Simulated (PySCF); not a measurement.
## MgBi⁻ at r²SCAN0

Computed with r²SCAN0; Mg aug-cc-pVDZ, Bi aug-cc-pVDZ-PP with ECP60; scalar-relativistic core potentials (PySCF 2.14).

```
state                                                                                                              : ³Π (triplet), unpaired electrons σ ↑, π ↑
bond length                                                                                                        : 2.786 Å
harmonic wavenumber                                                                                                : 227 cm⁻¹
force constant                                                                                                     : 0.650 mdyn/Å
rotational constant Be                                                                                             : 0.1009 cm⁻¹
anharmonicity ωexe                                                                                                 : 1.43 cm⁻¹
vibration–rotation constant αe                                                                                     : 0.000721 cm⁻¹
bond order (Mayer)                                                                                                 : 1.22
dipole moment (positive dipole points towards Bi; it is taken about the centre of mass and depends on that origin) : 3.48 D
```

Spin–orbit coupling is left out, which matters for elements this heavy, above all for dissociation energies. The state was picked by a PBE0 search and need not be the measured ground state.
